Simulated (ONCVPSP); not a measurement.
**germanium: excitation energies, all-electron against ONCV**

germanium (Ge), optimised norm-conserving Vanderbilt (ONCV), made with ONCVPSP 4.0.1 (LDA (Perdew-Wang 92), scalar-relativistic). Core [Ne], reference 3s2 3p6 3d10 4s2 4p1 (charge +1). Waves: 3s+4s: rc 1.05 bohr, ncon 4, nbas 8, qcut 11.4 1/bohr, 2 projectors; 3p+4p: rc 0.90 bohr, ncon 5, nbas 9, qcut 11.9 1/bohr, 2 projectors; 3d: rc 0.65 bohr, ncon 4, nbas 9, qcut 16.4 1/bohr, 1 projector. Local part: polynomial inside 0.50 bohr (lpopt 5, dvloc0 2 Ha). Core correction: Teter function, fcfact 3.5, rcfact 1.15.

Energies are relative to the spin-unpolarised reference configuration 3s2 3p6 3d10 4s2 4p1; without spin polarisation the order of configurations can differ from experiment.

```
valence configuration  charge  ΔE all-electron (eV)  error AE − PS (meV)
 3s2 3p6 3d10 4s2 4p0      +2                15.710                 -1.3
 3s2 3p6 3d10 4s1 4p3       0                 0.415                 -0.4
```

**Question.** What are ΔE and the potential's error for 3s2 3p6 3d10 4s2 4p2?

**Answer.** ΔE = -7.630 eV all-electron; the error (AE − PS) is +0.6 meV.

**Question.** What are ΔE and the potential's error for 3s2 3p6 3d10 4s1 4p0?

**Answer.** ΔE = 50.925 eV all-electron; the error (AE − PS) is -3.8 meV.

Levels in the configuration 3s2 3p6 3d10 4s1 4p3:

```
level  all-electron (eV)  pseudo (eV)
   3s           -169.510     -169.522
   3p           -117.151     -117.156
   3d            -31.279      -31.282
   4s            -12.911      -12.911
   4p             -4.723       -4.722
```
